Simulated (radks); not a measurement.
Values are calculated unless marked as measured or tabulated.
Isoelectronic series with 17 electrons, all held in the configuration [Ne] 3s2 3p5, which need not be the ground one along the series. Code: a radial shooting solver on a logarithmic mesh with Libxc functionals. Model: Dirac Kohn-Sham, PBE, spin-unpolarised, spherical densities, point nucleus; open shells fill j = l - 1/2 first. Total energies (hartree) and orbital eigenvalues (eV) (* marks an orbital that is empty in some or all of the ions):

ion    E (hartree)     4s1/2*     3d5/2*     3d3/2*      3p3/2      3p1/2
V6+     -938.34111   -65.1923   -98.0872   -98.2165  -140.0174  -141.0484
Cr7+   -1035.05216   -82.6052  -126.9739  -127.1549  -173.1429  -174.4677
Mn8+   -1136.71236  -101.8120  -159.0170  -159.2619  -209.3757  -211.0503
Fe9+   -1243.33559  -122.8037  -194.1875  -194.5108  -248.7034  -250.7903
Co10+  -1354.93686  -145.5750  -232.4644  -232.8821  -291.1170  -293.6859
Ni11+  -1471.53229  -170.1230  -273.8318  -274.3620  -336.6105  -339.7381
Cu12+  -1593.13900  -196.4466  -318.2775  -318.9404  -385.1795  -388.9507
Zn13+  -1719.77512  -224.5461  -365.7919  -366.6097  -436.8214  -441.3292
Ga14+  -1851.45976  -254.4228  -416.3673  -417.3646  -491.5346  -496.8807
Ge15+  -1988.21301  -286.0793  -469.9975  -471.2014  -549.3186  -555.6137
As16+  -2130.05589  -319.5187  -526.6777  -528.1177  -610.1734  -617.5379
Se17+  -2277.01045  -354.7449  -586.4038  -588.1120  -674.0999  -682.6643
Br18+  -2429.09970  -391.7623  -649.1725  -651.1839  -741.0995  -751.0046
Kr19+  -2586.34763  -430.5761  -714.9812  -717.3334  -811.1740  -822.5716
